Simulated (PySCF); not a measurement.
C₃H₂F₃, SMILES F/C=C/[C](F)F, multiplicity 2.

The structure is a stationary point at r2SCAN-D4/def2-SVP. The isomer is the one that the SMILES or the coordinates give; other isomers of the formula were not compared. The values are those of a single conformer.

All values below come from PySCF with PBE/def2-TZVP.

```
Item                                                                                                             Value
---------------------------------------------------------------------------------------------  -----------------------
total energy                                                                                        -414.72686 hartree
point group                                                                                                         Cs
α spin, highest occupied and lowest empty level                                                     -4.14 and -0.13 eV
β spin, highest occupied and lowest empty level                                                     -7.21 and -2.80 eV
dipole moment                                                                                                   0.15 D
quadrupole, principal values (traceless, Buckingham form, about the centre of nuclear charge)    -5.38, 0.66, 4.72 D·Å
mean static polarisability                                                                        40.9 bohr³ (6.06 Å³)
polarisability, principal values                                                                25.4, 36.9, 60.4 bohr³
⟨S²⟩                                                                                           0.762 (pure state 0.75)
```
